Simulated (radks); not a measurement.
Initial-state core-level shifts of neutral terbium when its valence configuration changes from [Xe] 4f9 6s2. Method: scalar-relativistic Kohn-Sham, PBE, spin-polarised, spherical densities, point nucleus; open shells are filled with parallel spins first (spin-orbit coupling, left out, can overturn this in heavy ions); computed with a radial shooting solver on a logarithmic mesh with Libxc functionals. Shifts are changes of the shell-averaged eigenvalues in eV (positive: less bound).

valence               3p       4s       4p       5s
4f9 6s1 6p1       -1.114   -1.120   -1.122   -1.162
4f9 6s1.5 6p0.5   -0.607   -0.610   -0.611   -0.636
4f9 6p2           -2.356   -2.374   -2.380   -2.490
4f8.5 6s2 6p0.5   -4.959   -4.841   -4.784   -3.362
4f7 6s2 6p2      -23.157  -22.194  -21.859  -14.117
